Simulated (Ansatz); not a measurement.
Relaxation of ClF5H2OW (10 atoms, charge 0, multiplicity 1), to a largest force component of 0.03 eV/Å in at most 50 steps.

Computed with RKS B3LYP-D4/def2-SVP in Ansatz 0.2.0.

```xyz
10
Properties=species:S:1:pos:R:3:forces:R:3
W -0.164 -0.139 -0.052 -0.05 -0.26 0.73
Cl -0.205 -0.152 2.310 -0.05 -0.07 -0.84
F 1.672 -0.378 -0.151 -0.11 0.04 0.01
F -0.346 1.690 -0.154 0.00 0.04 -0.02
F -2.018 -0.224 -0.097 0.03 0.00 0.00
F -0.276 -1.994 -0.068 -0.03 0.00 0.02
F -0.154 -0.159 -1.909 0.00 0.03 0.02
O 1.873 1.837 1.309 -0.12 0.07 0.83
H 2.777 1.493 1.335 0.03 -0.01 -0.01
H 1.556 1.723 2.233 0.31 0.16 -0.73
```

Problem. Where does it end, and by what steps?

Solution. The run converged. The force dipped under the threshold on the way, but the program's further checks kept it going. After 24 steps the energy has fallen by 0.142 eV; H10 moved furthest, 0.78 Å.

```
step  energy less start (eV)  largest force component (eV/Å)  accepted
   0                  0.0000                           0.840       yes
   1                 -0.0793                           0.491       yes
   2                 -0.1027                           0.894       yes
   3                 -0.1229                           0.223       yes
   4                 -0.1299                           0.217       yes
   5                 -0.1316                           0.348       yes
   6                 -0.1340                           0.225       yes
   7                 -0.1353                           0.091       yes
   8                 -0.1355                           0.430       yes
   9                 -0.1383                           0.081       yes
  10                 -0.1389                           0.060       yes
  11                 -0.1397                           0.070       yes
  12                 -0.1401                           0.090       yes
  13                 -0.1405                           0.086       yes
  14                 -0.1408                           0.126       yes
  15                 -0.1411                           0.099       yes
  16                 -0.1413                           0.129       yes
  17                 -0.1417                           0.042       yes
  18                 -0.1419                           0.017       yes
  19                 -0.1414                           0.187        no
  20                 -0.1421                           0.015       yes
  21                 -0.1394                           0.343        no
  22                 -0.1422                           0.018       yes
  23                 -0.1421                           0.092        no
  24                 -0.1423                           0.013       yes
```

```xyz
10
Properties=species:S:1:pos:R:3
W -0.302 -0.236 -0.084
Cl -0.512 -0.161 2.186
F 1.554 -0.207 0.009
F -0.380 1.601 -0.239
F -2.141 -0.328 -0.298
F -0.244 -2.091 -0.054
F -0.136 -0.326 -1.937
O 1.984 2.068 1.680
H 2.599 1.747 1.006
H 2.291 1.630 2.486
```

Whether the end is a true minimum wasn't checked by a vibrational analysis.

Time of the run: 2.5 min on 4 threads of Arm Neoverse N1, with other jobs on the host, peak memory 0.47 GiB.
